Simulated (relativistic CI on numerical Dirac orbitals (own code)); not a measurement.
Calculated levels, Br XXIV

Method of calculation: Dirac-Coulomb-Breit CI, separate exchange-only KLI orbitals for each configuration, model QED, unscaled Slater integrals (own radial code, finite nucleus).

Configuration list (outside the closed core [Ne]): 3s², 3s3p, 3p², 3s3d, 3d², 3p3d, 3p4s, 3d4s, 3s4s, 3s4p, 3s4d, 3s4f, 3s5s, 3s5p, 3s5d, 4s², 3s5f, 3s5g, 3s6s, 3s6p, 3s6d. Levels of other configurations are missing.

| No. | Configuration | Term | J | E (eV) | % | Lifetime (s) | jj configuration (%) |
| --- | --- | --- | --- | --- | --- | --- | --- |
| 1 | 3s² | ¹S | 0 | 0.000 | 98 |  | closed (98) |
| 2 | 3s3p | ³P° | 0 | 46.167 | 100 |  | 3s 3p1/2 (100) |
| 3 | 3s3p | ³P° | 1 | 48.737 | 96 | 1.95e-09 | 3s 3p1/2 (84) |
| 4 | 3s3p | ³P° | 2 | 57.092 | 100 | 2.51e-04 | 3s 3p3/2 (100) |
| 5 | 3s3p | ¹P° | 1 | 74.978 | 94 | 2.01e-11 | 3s 3p3/2 (82) |
| 6 | 3p² | ³P | 0 | 110.969 | 88 | 3.05e-11 | 3p1/2^2 (92) |
| 7 | 3p² | ¹D | 2 | 117.537 | 60 | 7.34e-11 | 3p1/2 3p3/2 (85) |
| 8 | 3p² | ³P | 1 | 118.350 | 100 | 2.42e-11 | 3p1/2 3p3/2 (100) |
| 9 | 3p² | ³P | 2 | 128.099 | 74 | 2.54e-11 | 3p3/2^2 (88) |
| 10 | 3s3d | ³D | 1 | 139.647 | 100 | 2.11e-11 | 3s 3d3/2 (100) |
| 11 | 3s3d | ³D | 2 | 140.401 | 100 | 2.27e-11 | 3s 3d3/2 (63) |
| 12 | 3s3d | ³D | 3 | 141.616 | 100 | 2.71e-11 | 3s 3d5/2 (100) |
| 13 | 3p² | ¹S | 0 | 142.368 | 85 | 2.01e-11 | 3p3/2^2 (90) |
| 14 | 3s3d | ¹D | 2 | 157.475 | 76 | 1.23e-11 | 3s 3d5/2 (50) |
| 15 | 3p3d | ³F° | 2 | 189.197 | 81 | 7.86e-11 | 3p1/2 3d3/2 (99) |
| 16 | 3p3d | ³F° | 3 | 194.547 | 92 | 7.25e-11 | 3p1/2 3d5/2 (71) |
| 17 | 3p3d | ¹D° | 2 | 197.056 | 51 | 2.53e-11 | 3p1/2 3d5/2 (77) |
| 18 | 3p3d | ³D° | 1 | 200.867 | 73 | 1.31e-11 | 3p1/2 3d3/2 (87) |
| 19 | 3p3d | ³F° | 4 | 201.858 | 100 | 6.41e-11 | 3p3/2 3d5/2 (100) |
| 20 | 3p3d | ³D° | 2 | 204.624 | 43 | 1.60e-11 | 3p3/2 3d3/2 (49) |
| 21 | 3p3d | ³D° | 3 | 208.684 | 89 | 1.31e-11 | 3p3/2 3d5/2 (55) |
| 22 | 3p3d | ³P° | 0 | 209.258 | 100 | 1.43e-11 | 3p3/2 3d3/2 (100) |
| 23 | 3p3d | ³P° | 1 | 209.340 | 77 | 1.38e-11 | 3p3/2 3d3/2 (91) |
| 24 | 3p3d | ³P° | 2 | 209.848 | 54 | 1.45e-11 | 3p3/2 3d5/2 (60) |
| 25 | 3p3d | ¹F° | 3 | 221.868 | 94 | 1.26e-11 | 3p3/2 3d5/2 (44) |
| 26 | 3p3d | ¹P° | 1 | 224.945 | 92 | 1.29e-11 | 3p3/2 3d5/2 (80) |
| 27 | 3d² | ³F | 2 | 282.193 | 98 | 1.23e-11 | 3d3/2^2 (80) |
| 28 | 3d² | ³F | 3 | 283.556 | 100 | 1.37e-11 | 3d3/2 3d5/2 (100) |
| 29 | 3d² | ³F | 4 | 285.015 | 99 | 1.53e-11 | 3d5/2^2 (70) |
| 30 | 3d² | ¹D | 2 | 289.686 | 57 | 1.10e-11 | 3d3/2 3d5/2 (79) |
| 31 | 3d² | ³P | 0 | 289.723 | 99 | 1.02e-11 | 3d3/2^2 (70) |
| 32 | 3d² | ³P | 1 | 290.339 | 100 | 1.07e-11 | 3d3/2 3d5/2 (100) |
| 33 | 3d² | ³P | 2 | 292.029 | 59 | 1.25e-11 | 3d5/2^2 (95) |
| 34 | 3d² | ¹G | 4 | 292.170 | 99 | 2.06e-11 | 3d3/2 3d5/2 (70) |
| 35 | 3d² | ¹S | 0 | 307.916 | 97 | 8.69e-12 | 3d5/2^2 (69) |
| 36 | 3s4s | ³S | 1 | 499.642 | 100 | 6.35e-13 | 3s 4s (100) |
| 37 | 3s4s | ¹S | 0 | 505.305 | 100 | 7.12e-13 | 3s 4s (100) |
| 38 | 3s4p | ³P° | 0 | 523.484 | 99 | 2.84e-12 | 3s 4p1/2 (99) |
| 39 | 3s4p | ³P° | 1 | 523.716 | 71 | 9.93e-13 | 3s 4p1/2 (98) |
| 40 | 3s4p | ³P° | 2 | 527.790 | 99 | 3.06e-12 | 3s 4p3/2 (99) |
| 41 | 3s4p | ¹P° | 1 | 527.821 | 67 | 5.59e-13 | 3s 4p3/2 (95) |
| 42 | 3p4s | ³P° | 0 | 555.982 | 99 | 9.70e-13 | 3p1/2 4s (99) |
| 43 | 3s4d | ³D | 1 | 556.763 | 100 | 3.90e-13 | 3s 4d3/2 (100) |
| 44 | 3s4d | ³D | 2 | 556.968 | 91 | 3.92e-13 | 3s 4d3/2 (86) |
| 45 | 3p4s | ³P° | 1 | 557.263 | 80 | 8.51e-13 | 3p1/2 4s (94) |
| 46 | 3s4d | ³D | 3 | 557.622 | 100 | 3.86e-13 | 3s 4d5/2 (100) |
| 47 | 3s4d | ¹D | 2 | 558.457 | 91 | 4.10e-13 | 3s 4d5/2 (86) |
| 48 | 3p4s | ³P° | 2 | 567.134 | 99 | 9.90e-13 | 3p3/2 4s (99) |
| 49 | 3p4s | ¹P° | 1 | 570.137 | 77 | 5.90e-13 | 3p3/2 4s (94) |
| 50 | 3s4f | ³F° | 2 | 573.368 | 100 | 1.79e-13 | 3s 4f5/2 (100) |
| 51 | 3s4f | ³F° | 3 | 573.492 | 100 | 1.79e-13 | 3s 4f5/2 (61) |
| 52 | 3s4f | ³F° | 4 | 573.682 | 100 | 1.80e-13 | 3s 4f7/2 (100) |
| 53 | 3s4f | ¹F° | 3 | 577.389 | 100 | 1.80e-13 | 3s 4f7/2 (61) |
| 54 | 3d4s | ³D | 1 | 640.561 | 100 | 6.72e-13 | 3d3/2 4s (100) |
| 55 | 3d4s | ³D | 2 | 640.961 | 85 | 6.81e-13 | 3d3/2 4s (91) |
| 56 | 3d4s | ³D | 3 | 642.606 | 100 | 6.74e-13 | 3d5/2 4s (100) |
| 57 | 3d4s | ¹D | 2 | 643.823 | 85 | 7.34e-13 | 3d5/2 4s (91) |
| 58 | 3s5s | ³S | 1 | 716.371 | 100 | 8.22e-13 | 3s 5s (100) |
| 59 | 3s5s | ¹S | 0 | 718.342 | 100 | 9.04e-13 | 3s 5s (100) |
| 60 | 3s5p | ³P° | 0 | 728.081 | 100 | 1.88e-12 | 3s 5p1/2 (100) |
| 61 | 3s5p | ³P° | 1 | 728.296 | 81 | 1.26e-12 | 3s 5p1/2 (97) |
| 62 | 3s5p | ³P° | 2 | 730.185 | 100 | 2.06e-12 | 3s 5p3/2 (100) |
| 63 | 3s5p | ¹P° | 1 | 730.833 | 81 | 6.69e-13 | 3s 5p3/2 (97) |
| 64 | 3s5d | ³D | 1 | 744.054 | 100 | 5.22e-13 | 3s 5d3/2 (100) |
| 65 | 3s5d | ³D | 2 | 744.168 | 93 | 5.22e-13 | 3s 5d3/2 (84) |
| 66 | 3s5d | ³D | 3 | 744.494 | 100 | 5.19e-13 | 3s 5d5/2 (100) |
| 67 | 3s5d | ¹D | 2 | 745.031 | 93 | 5.33e-13 | 3s 5d5/2 (84) |
| 68 | 3s5f | ³F° | 2 | 752.236 | 100 | 3.39e-13 | 3s 5f5/2 (100) |
| 69 | 3s5f | ³F° | 3 | 752.299 | 100 | 3.40e-13 | 3s 5f5/2 (63) |
| 70 | 3s5f | ³F° | 4 | 752.398 | 100 | 3.41e-13 | 3s 5f7/2 (100) |

Energies count from the lowest computed level; ° marks odd parity; lifetimes are radiative, by E1, M1, E2, M2 decay to levels of this space only; some are left blank where a channel outside the calculation adds to the decay or the decay crosses a small, uncertain gap. Filled j subshells are mostly left out of the jj labels.

The mean weight of the leading LS term, summed over parents, in these 70 levels is 90 %, and that of the leading jj configuration (from the same eigenvectors) 88 %.

At this charge energies of transitions that change n are usually good to better than 1 %, and those within a shell (Δn = 0) to a few per cent.

LS names give the leading component of a level, which can be under half, so a name can repeat, a term be missing and a line seem to break the LS rules.
